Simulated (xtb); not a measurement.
xtb was given this input:
```
$ xtb mol.xyz --gfn 1 --uhf 2 --vipea --json

# file mol.xyz
2

N     -0.00000000    -0.00000000    -0.12795737
H      0.00000000     0.00000000     0.89570158
```

Question: Estimate the vertical electron affinity (with the method's empirical shift) that GFN1-xTB (xtb 6.7.1) returns for this input.

Answer: 0.86 eV

Question: Predict the vertical ionisation energy (with the method's empirical shift) from GFN1-xTB.

Answer: 13.48 eV
